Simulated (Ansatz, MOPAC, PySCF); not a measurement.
Pair of molecules: C2H4 (SMILES C=C) (first 6 atoms) with C3H8 (SMILES CCC); geometry from B3LYP-D3(BJ)/def2-TZVP, rigid monomers moved along the line of their centres of mass till C1···H13 is 2.68 Å.
(charge 0, multiplicity 1):
```xyz
17

C      0.647    -0.339     0.279
C     -0.540     0.237     0.168
H      1.495     0.182     0.708
H      0.820    -1.356    -0.052
H     -1.389    -0.285    -0.258
H     -0.713     1.253     0.499
C     -1.187    -0.515     3.666
C      0.337    -0.463     3.690
C      0.878     0.961     3.591
H     -1.555    -1.539     3.753
H     -1.614     0.064     4.490
H     -1.574    -0.100     2.733
H      0.730    -1.058     2.862
H      0.706    -0.929     4.609
H      1.970     0.978     3.599
H      0.542     1.441     2.670
H      0.529     1.573     4.427
```

Counterpoise-corrected where a basis set is named; no monomer relaxation. Rows marked so take none.

Rows in 3-21G, 6-31G* carry no dispersion term and start afresh at each structure (6-31G* with six Cartesian d functions). The state reached by PM6 isn't checked.

Codes used: Ansatz (a quantum-chemistry and plane-wave program); MOPAC for PM6 (differences of heats of formation); PySCF for 3-21G rows, 6-31G* rows, the dispersion terms. Values without a source in brackets are computed.

```
level                            interaction energy (kcal/mol)
-------------------------------  -----------------------------
PM6                                                      -0.13
HF/3-21G (no counterpoise)                                1.57
BP86/6-31G* (no counterpoise)                             1.43
r2SCAN-D4/def2-TZVPPD                                    -0.92
B3LYP/6-31G*                                              2.24
B3LYP-D4/def2-TZVPPD                                     -0.78
PBE0/def2-TZVPPD                                          0.92
PBE0-D3(BJ)/def2-TZVPPD                                  -1.05
M06-2X/6-31G* (no counterpoise)                            ___
```

### Question
Fill in the missing entries.

### Answer

- M06-2X/6-31G* (no counterpoise), interaction energy (kcal/mol): -2.02
